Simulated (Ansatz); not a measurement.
System: trifluoroacetic acid, C₂HF₃O₂ (charge 0, singlet). 
Coordinates optimised at B3LYP-D3(BJ)/def2-TZVP (Ansatz, a program for electronic structure):
```xyz
8

O      1.5738    -0.8797     0.3925
C      0.9301     0.2182    -0.0117
O      1.4257     1.2579    -0.3227
C     -0.5979    -0.0420    -0.0249
F     -1.0263    -0.3704     1.2030
F     -1.2494     1.0441    -0.4257
F     -0.8926    -1.0508    -0.8583
H      2.5259    -0.6890     0.3912
```
Charge 0, spin multiplicity 1.

Basis-set convergence of Hartree-Fock and MP2 correlation energies (hartree) with Ansatz. Valence correlation only, unless marked. No spin-orbit coupling. No relativistic terms.

```json
[
 {"basis": "cc-pVDZ", "functions": "103", "E(HF)": "-524.40682", "E(corr, MP2)": "-1.17470"},
 {"basis": "cc-pVTZ", "functions": "224", "E(HF)": "?", "E(corr, MP2)": "?"}
]
```

Task: Some entries are withheld; supply them.

Result: 
- cc-pVTZ, E(HF): -524.57855
- cc-pVTZ, E(corr, MP2): -1.52050
